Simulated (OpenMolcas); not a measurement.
**Ce3+ in a point-charge field**

Ce3+ among 8 point charges of -0.5 e arranged as a cube (Oh), 2.65 Å from the ion.
```
   1.5300    1.5300    1.5300  -0.50
   1.5300    1.5300   -1.5300  -0.50
   1.5300   -1.5300    1.5300  -0.50
   1.5300   -1.5300   -1.5300  -0.50
  -1.5300    1.5300    1.5300  -0.50
  -1.5300    1.5300   -1.5300  -0.50
  -1.5300   -1.5300    1.5300  -0.50
  -1.5300   -1.5300   -1.5300  -0.50
```

```
Program             : OpenMolcas 26.06
Method              : CASSCF
Basis               : ANO-RCC-VTZP [8s7p5d3f2g1h]
Scalar Hamiltonian  : DKH2, point nucleus
Active space        : 1 electron in 7 orbitals (4f)
State averaging     : 2S+1 = 2 odd, 7 roots
Spin-orbit coupling : state interaction with AMFI integrals over the reference wave functions
```

The lowest spin-free states (labels of O, the rotations of Oh), above the lowest:

```csv
State,Degeneracy,E (cm-1),Free-ion L (%)
2T1,3,0.0,F (100)
2T2,3,62.5,F (100)
2A2,1,241.5,F (100)
```

The lowest levels with spin-orbit coupling:

| E (cm-1) | Degeneracy | Label | 2S+1 | J | |mJ| (%) | g |
| --- | --- | --- | --- | --- | --- | --- |
| 0.0 | 4 | Γ8 | 2 | 2.50 | 1/2 (50) |  |
| 112.3 | 2 | Γ7 | 2 | 2.50 | 3/2 (83) | 1.47 1.47 1.47 |
| 2392 | 2 | Γ6 | 2 | 3.50 | 1/2 (58) | 2.67 2.67 2.67 |
| 2434 | 4 | Γ8 | 2 | 3.50 | 3/2 (37) |  |
| 2562 | 2 | Γ7 | 2 | 3.50 | 5/2 (75) | 3.47 3.47 3.47 |

Powder χT (cm3 K/mol): 0.501 at 2 K, 0.532 at 10 K, 0.668 at 50 K, 0.746 at 100 K, 0.791 at 200 K, 0.805 at 300 K. The effective moment at 300 K is 2.828 √(χT) = 2.54 μB.

Hund's rules give f1 the level 2F5/2 with g = 0.857, so an isolated free-ion multiplet has χT = g² J(J+1) / 8 = 0.804 cm3 K/mol. The computed 0.805 at 300 K differs by 0 %, through the field's splitting, the mixing of terms and any other multiplet in reach.

Stevens parameters of the J = 5/2 multiplet, which is 112 cm-1 wide (cm-1, z along the main axis): B40 = -3.119e-01, B44 = -1.561e+00.

This is an electrostatic model: the charges have no orbitals. No measured value stands beside these numbers.

The RASSCF and RASSI steps took 3.9 s on 1 thread of Intel(R) Xeon(R) Platinum 8259CL CPU @ 2.50GHz (Skylake/Cascade Lake), with other jobs on the host; the integral step is not counted.
